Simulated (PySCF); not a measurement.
Molecule: HC(Cl)(F)CF2OMe (COC(F)(F)[C@H](F)Cl, C3H4ClF3O).

Atom-mapped SMILES (the numbers label the heavy atoms): `[CH3:1][O:2][C:3]([F:4])([F:5])[C@H:6]([F:7])[Cl:8]` (H(Xn): hydrogen on atom n).

Geometry PBE0-D3(BJ)/def2-SVP throughout; GIAO in PySCF, gas phase, one conformer, non-relativistic; equivalent atoms averaged; functional PBE0.

(1) How do the absolute shieldings σ depend on the basis set? (a selection of nuclei; ppm; last column core-seconds on shared hosts with different chips, so compare them loosely)

(2) Which nucleus among those listed moves most, in ppm?

(3) Taking the largest basis, IGLO-III (329 functions), as the yardstick, rank the others by their worst heavy-atom deviation.

Results:

(1) 
```csv
basis set,functions,C3,C1,O2,F5,F4,F7,Cl8,H(C6),H(C1),core-s
STO-3G,48,143.4,189.4,356.8,394.2,399.6,410.0,978.2,28.76,30.51,3.7
pcSseg-0,84,54.2,141.8,264.2,296.3,301.4,370.7,776.2,26.35,28.92,6.9
6-31G,84,77.3,153.0,259.9,295.9,304.2,352.0,755.7,26.73,28.81,7.7
6-31G*,124,77.0,147.4,268.7,305.9,314.6,362.6,766.9,26.25,28.46,12
cc-pVDZ,136,75.9,150.5,267.1,304.0,314.7,362.5,782.5,25.82,27.87,13
def2-SVP,136,72.7,147.9,269.1,307.2,316.1,372.0,796.6,25.75,27.97,12
pcSseg-1,163,60.8,135.2,251.3,286.9,297.6,351.4,736.9,25.56,27.63,14
aug-cc-pVDZ,224,75.6,149.3,259.4,293.5,306.7,354.1,762.9,25.45,27.74,28
"6-311+G(2d,p)",248,64.3,138.5,246.0,280.6,294.4,345.9,731.8,25.49,27.96,34
def2-TZVP,278,60.5,137.9,248.9,280.5,294.2,348.4,719.1,25.59,27.97,39
cc-pVTZ,300,62.3,139.0,251.4,284.4,297.8,350.1,756.9,25.41,27.78,44
IGLO-III,329,57.0,134.1,245.6,279.2,292.6,345.7,727.2,25.41,27.81,49
```

(2) Cl8 (chlorine bonded to C): from 719.1 ppm with def2-TZVP to 978.2 ppm with STO-3G. The smallest spread is 2.88 ppm, at H(C1). Proton shifts span only some 12 ppm, so a few tenths of a ppm matter as much there as several ppm in carbon.

(3) 6-311+G(2d,p) 7.3 ppm (248 functions), def2-TZVP 8.1 ppm (278 functions), pcSseg-1 9.8 ppm (163 functions), 6-31G 28.5 ppm (84 functions), cc-pVTZ 29.7 ppm (300 functions), aug-cc-pVDZ 35.8 ppm (224 functions), 6-31G* 39.7 ppm (124 functions), pcSseg-0 49.0 ppm (84 functions), cc-pVDZ 55.3 ppm (136 functions), def2-SVP 69.5 ppm (136 functions), STO-3G 251.0 ppm (48 functions).

A small basis that lands close on one nucleus may do so by chance; judge by the trend and by all nuclei.
